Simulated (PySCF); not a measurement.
A side-by-side comparison of computed properties.

First species: C6H15OP.
SMILES: `CCCC[P@H](=O)CC`

Second species: Methyl(difluoro)silyl chloride, CH3ClF2Si.
SMILES with atom numbers: `[CH3:1][Si:2]([F:3])([F:4])[Cl:5]` (hydrogens: H6, H7, H8 on C1)

Levels: PBE0/pcSseg-1 for dipole moment, HOMO energy, LUMO energy and HOMO–LUMO gap; GFN2-xTB for rotational constant A and rotational constant C. Geometries: GFN2-xTB. Each structure is a single optimised conformer of the isolated species, non-relativistic unless stated; the electronic structure was computed with PySCF and density fitting.

The conformers computed, where there is a choice (atom-mapped SMILES and torsion angles):
- `[CH3:1][CH2:2][CH2:3][CH2:4][P@H:5](=[O:6])[CH2:7][CH3:8]`: C1–C2–C3–C4 -179°, C2–C3–C4–P5 -62°, C3–C4–P5–O6 -43°, C4–P5–C7–C8 -176°

Values for the first species:

* Dipole moment: 3.66 D
* HOMO energy: -7.57 eV
* LUMO energy: 1.15 eV
* HOMO–LUMO gap: 8.72 eV
* Rotational constant A: 4.149 GHz
* Rotational constant C: 0.702 GHz

Question: Estimate the same properties for the second species, and the change in each.

Answer: 
```tsv
property	first	second	second less first
dipole moment	3.66 D	2.60 D	-1.06 D
HOMO energy	-7.57 eV	-9.95 eV	-2.38 eV
LUMO energy	1.15 eV	0.85 eV	-0.30 eV
HOMO–LUMO gap	8.72 eV	10.80 eV	+2.08 eV
rotational constant A	4.149 GHz	3.746 GHz	-0.403 GHz
rotational constant C	0.702 GHz	2.242 GHz	+1.540 GHz
```

On the first: In atomic units the dipole is 1.44 e·bohr (1 au = 2.5417 D).

On the second: A dipole of 2.60 D is allowed in Cs, and pure rotational transitions are dipole-allowed. In atomic units the dipole is 1.02 e·bohr (1 au = 2.5417 D).
